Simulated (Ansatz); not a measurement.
Basis-set series for `SP1BN1`. The species carries charge 0 and has multiplicity 1. Geometry: relaxed with PBE0-D4/def2-TZVP. It is one conformer, not always the lowest.

```
atom   x (Å)   y (Å)   z (Å)
  S1   1.510   0.368  -1.566
  P2   1.049  -0.755   0.194
  B3  -0.402   0.182   0.984
  N4  -0.705  -0.908   0.244
  H5   0.869   1.513  -1.274
  H6  -0.894   1.066   1.600
  H7  -1.427  -1.467  -0.181
```

```json
{"functional": "PBE0-D4", "basis": "def2-SVP", "functions": "79", "energy (Eh)": "-820.30872", "HOMO (eV)": "-7.07", "LUMO (eV)": "-0.44"}
{"functional": "PBE0-D4", "basis": "def2-TZVPP", "functions": "188", "energy (Eh)": "-820.66170", "HOMO (eV)": "-7.15", "LUMO (eV)": "-0.67"}
{"functional": "ωB97M-V", "basis": "def2-SVP", "functions": "79", "energy (Eh)": "-820.59476", "HOMO (eV)": "-9.14", "LUMO (eV)": "1.68"}
{"functional": "ωB97M-V", "basis": "def2-TZVPP", "functions": "188", "energy (Eh)": "-820.94964", "HOMO (eV)": "-9.25", "LUMO (eV)": "1.26"}
```

(1) Give the rows for def2-QZVPP. (An estimate is asked.)

## Answers

(1) Ansatz gave: 
| functional | basis | functions | energy (Eh) | HOMO (eV) | LUMO (eV) |
| --- | --- | --- | --- | --- | --- |
| PBE0-D4 | def2-QZVPP | 344 | -820.68959 | -7.18 | -0.77 |
| ωB97M-V | def2-QZVPP | 344 | -820.97590 | -9.28 | 1.03 |

Positive LUMOs are unbound and depend on the basis.
